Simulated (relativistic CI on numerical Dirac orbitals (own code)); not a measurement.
W XLVIII: sensitivity of the levels to the model

Base calculation: Dirac-Coulomb-Breit CI, separate exchange-only KLI orbitals for each configuration, model QED (radiative potential, 1s self-energy scaled to tabulated hydrogen-like ionisation energies), unscaled Slater integrals.

Configuration list (outside the closed core [Ne]): 3s2 3p6 3d9, 3s2 3p5 3d10, 3s 3p6 3d10, 3s2 3p6 3d8 4s, 3s2 3p6 3d8 4p, 3s2 3p4 3d10 4s, 3s2 3p6 3d8 4d, 3s2 3p4 3d10 4p, 3s2 3p5 3d9 4s, 3s2 3p6 3d8 4f, 3s2 3p4 3d10 4d, 3s 3p5 3d10 4s, 3s2 3p5 3d9 4p, 3s 3p5 3d10 4p, 3s2 3p6 3d7 4s2, 3s2 3p5 3d9 4d. Levels of other configurations are missing.

Variants: (1) valence Slater integrals scaled by 0.9; (2) non-relativistic limit. Shifts of the energy above 3s2 3p6 3d9 2D_5/2, in eV, for the lowest level and the first level of each name with at least 55 % of one term (blank where a level changes its place among those of its configuration and J or its character, or is not in the variant):

| Level | Base | Δ(1) | Δ(2) |
| --- | --- | --- | --- |
| 3s2 3p6 3d9 2D_5/2 | 0.00 | 0.00 | 0.00 |
| 3s2 3p6 3d9 2D_3/2 | 66.73 | -0.01 | -66.73 |
| 3s2 3p5 3d10 2P°_3/2 | 449.68 | +0.18 | -82.92 |
| 3s2 3p5 3d10 2P°_1/2 | 758.75 | +0.23 | -391.98 |
| 3s 3p6 3d10 2S_1/2 | 998.07 | +0.03 | -426.04 |
| 3s2 3p6 3d8 4s 4F_9/2 | 1606.45 | +0.90 | +170.00 |
| 3s2 3p6 3d8 4s 2F_7/2 | 1609.54 | +0.58 |  |
| 3s2 3p6 3d8 4s 4F_7/2 | 1672.37 | +1.01 |  |
| 3s2 3p6 3d8 4s 4F_5/2 | 1673.11 | +0.96 |  |
| 3s2 3p6 3d8 4s 2G_9/2 | 1687.54 | -0.63 | +109.01 |
| 3s2 3p6 3d8 4s 2G_7/2 | 1688.14 | -0.65 | +108.41 |
| 3s2 3p6 3d8 4s 2P_1/2 | 1689.11 | -0.53 | +105.18 |
| 3s2 3p6 3d8 4p 2P°_1/2 | 1731.31 | -1.53 |  |
| 3s2 3p6 3d8 4s 4F_3/2 | 1744.19 | +0.57 |  |

At this charge energies of transitions that change n are usually good to better than 1 %, and those within a shell (Δn = 0) to a few per cent.

Ionisation energy from the two ground configurations alone: base 4173.29 eV. The NIST ASD value (semi-empirical) is 4180 eV.

LS names give the leading component of a level, which can be under half, so a name can repeat, a term be missing and a line seem to break the LS rules.
